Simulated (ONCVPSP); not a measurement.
antimony: one change to an ONCV potential, before and after

```json
{
 "Element": "Sb (Z = 51)",
 "Generator": "ONCVPSP 4.0.1",
 "Type": "optimised norm-conserving Vanderbilt (ONCV)",
 "Functional": "PBE",
 "Relativity": "fully relativistic",
 "Frozen core": "[Kr]",
 "Valence charge": "15",
 "Reference configuration": "4d10 5s1.5 5p3.5",
 "Partial waves": "5s: rc 1.70 bohr, ncon 5, nbas 9, qcut 3.6 1/bohr, 3 projectors, debl 0.7 Ha; 5p: rc 2.20 bohr, ncon 3, nbas 7, qcut 3.5 1/bohr, 2 projectors, debl 3.4 Ha; 4d: rc 1.05 bohr, ncon 5, nbas 9, qcut 10.7 1/bohr, 2 projectors, debl 3.1 Ha",
 "Local potential": "polynomial inside 1.05 bohr (lpopt 3, dvloc0 2 Ha)",
 "Core correction": "Teter function fitted to the true core (icmod 2), fcfact 0.55"
}
```

Open shells are filled in proportion to 2j + 1.

Change: local potential polynomial inside 1.05 bohr (lpopt 3, dvloc0 5.5 Ha).

Cutoffs: the cutoffs (Ha) at which the residual kinetic energy of the hardest occupied pseudo-wave falls to 1 and 0.1 mHa per electron; they do not see the model core or the augmentation charge, which bear on the density cutoff. Errors are all-electron minus pseudo energies relative to the spin-unpolarised reference configuration.

Task: How do hardness, ghosts and transferability respond?

Result: The potential gets neither clearly harder nor softer (62 Ha and 78 Ha → 62 Ha and 78 Ha); the bound ghosts move from d, s to s; the errors of the 4 common tests hardly move; the range in which the p3/2 phases agree widens (upper end 2.5 → 3.5). In the separable form a ghost depends on how the local part lies against the semilocal potential of the channel, so the choice of the local part can create or remove one.

```tsv
quantity	base	changed
cutoff, loose	62 Ha	62 Ha
cutoff, tight	78 Ha	78 Ha
bound ghosts	s, d5/2	s
GHOST(+) flags under 300 eV	p3/2 at 70.8 eV, p1/2 at 78.5 eV	p3/2 at 100.5 eV, p1/2 at 107.0 eV
error for 4d10 5s2 5p3, meV [ΔE -4.02 eV]	+0.5	+0.5
error for 4d10 5s2 5p2, meV [ΔE 4.32 eV]	+1.1	+1.1
error for 4d10 5s2 5p1, meV [ΔE 20.31 eV]	+1.3	+1.1
error for 4d10 5s1 5p4, meV [ΔE 4.07 eV]	-0.2	-0.2
s: phases at 1.72 bohr within 0.05 rad from the reference energy up to (Ha; the scan ends near 5)	to the end of the scan	to the end of the scan
p3/2: phases at 2.23 bohr within 0.05 rad from the reference energy up to (Ha; the scan ends near 5)	2.5	3.5
p1/2: phases at 2.23 bohr within 0.05 rad from the reference energy up to (Ha; the scan ends near 5)	2.8	3.6
d5/2: phases at 1.07 bohr within 0.05 rad from the reference energy up to (Ha; the scan ends near 5)	to the end of the scan	to the end of the scan
d3/2: phases at 1.07 bohr within 0.05 rad from the reference energy up to (Ha; the scan ends near 5)	to the end of the scan	to the end of the scan
rms error of d²Exc/dni dnj with the model core, mHa	4.13	4.12
```

 A true bound ghost makes a file unfit for plane-wave use even where its test errors are small: the radial tests pick states by their node count and pass the ghost by.
